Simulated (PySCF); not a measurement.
## UHF on Ti⁺ (titanium, charge +1)

Configuration: [Ar] 3d2 4s1, high-spin 4F determinant. Calculation: PySCF 2.14, in cc-pVDZ (6s5p3d1f, 43 functions); no relativity, point nucleus.

| Item | Value |
| --- | --- |
| Total energy | -848.206624 hartree |
| One-electron energy | -1156.9655 hartree |
| Hartree (Coulomb) energy | 349.7175 hartree |
| Exchange energy | -40.9586 hartree |
| Kinetic energy | 848.03261 hartree |
| ⟨S²⟩ | 3.7523 |
| ⟨L²⟩ | 12.033 |
| Sum of ⟨r⟩ | 17.31 bohr |
| Sum of ⟨r²⟩ | 29.34 bohr² |
| Density at the nucleus (Gaussians lack the cusp) | 7080 bohr⁻³ |
| Spin density at the nucleus | 2.87 bohr⁻³ |
| Langevin diamagnetic susceptibility | -23.2 ×10⁻⁶ cm³/mol |
| Time after the integrals | 0.28 s of wall time on 1 thread of Neoverse-N1 (shared host) |

```csv
shell,electrons,mean orbital energy (hartree),"rms radius, mean of both spins (bohr)"
1s α,1,-183.55464,0.0812
1s β,1,-183.55126,0.0812
2s α,1,-21.71634,0.353
2s β,1,-21.67686,0.353
2p α,3,-18.08450,0.321
2p β,3,-18.04784,0.321
3s α,1,-3.20847,1.09
3s β,1,-3.06747,1.09
3p α,3,-2.14327,1.19
3p β,3,-1.97943,1.19
3d α,2,-0.71580,1.62
4s α,1,-0.47594,3.52
```
